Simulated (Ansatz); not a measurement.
Reaction (isomerisation): `[GeH3]/[CH]=C1\CS1` → `CC#C[S][GeH3]`

Isolated molecules relaxed with PBE0-D4/def2-TZVP in Ansatz; ΔE leaves out vibrations. CCSD(T)/CBS is the MP2 limit (def2-TZVPP, def2-QZVPP) plus CCSD(T) − MP2 in def2-TZVPP, frozen cores. DFT in def2-TZVPP. For Ge outer-core shells are correlated without core-valence functions, which leaves a few kJ/mol of doubt a bond. Scalar relativity is left out up to krypton.

`[GeH3]/[CH]=C1\CS1`:

```xyz
11

Ge    0.537    1.143   -1.296
C    -0.524    0.873    0.298
C    -0.556   -0.296    0.911
C    -0.073   -1.665    0.911
S    -1.221   -1.167    2.250
H     1.563    2.269   -1.077
H     1.272   -0.166   -1.625
H    -0.361    1.539   -2.483
H    -1.108    1.694    0.702
H    -0.479   -2.364    0.186
H     0.949   -1.860    1.223
```

`CC#C[S][GeH3]`:

```xyz
11

C     1.534   -1.405   -1.491
C     1.127   -0.448   -0.482
C     0.790    0.349    0.358
S     0.381    1.472    1.541
Ge   -1.841    1.279    1.361
H     2.143   -2.203   -1.057
H     0.661   -1.869   -1.956
H     2.117   -0.924   -2.281
H    -2.256    1.661   -0.065
H    -2.238   -0.169    1.677
H    -2.417    2.257    2.394
```

CCSD(T)/CBS gives -29.2 kJ/mol.

**Question.** Another level gave -60.5 kJ/mol. Which?
A. CCSD(T)/def2-TZVPP
B. PBE-D4/def2-TZVPP
C. SCS-MP2/def2-TZVPP
D. HF/def2-TZVPP

**Answer.** D. HF/def2-TZVPP -60.5, PBE-D4 -16.5, SCS-MP2/def2-TZVPP -36.0, CCSD(T)/def2-TZVPP -28.4 kJ/mol.

Largest T1 diagnostic among the species: 0.013.

The D4 term adds +4.4 kJ/mol with B3LYP and +2.2 kJ/mol with PBE0; it sums over pairs of atoms, weighted by their polarisabilities, and B3LYP, whose exchange is more repulsive, gets the larger term. In def2-TZVPP, CCSD(T) changes the Hartree–Fock value by +32.1 kJ/mol (the triples alone add +5.0 kJ/mol) and MP2 by +30.2 kJ/mol.

B3LYP here is the variant with VWN-RPA as its local correlation; programs differ in this.
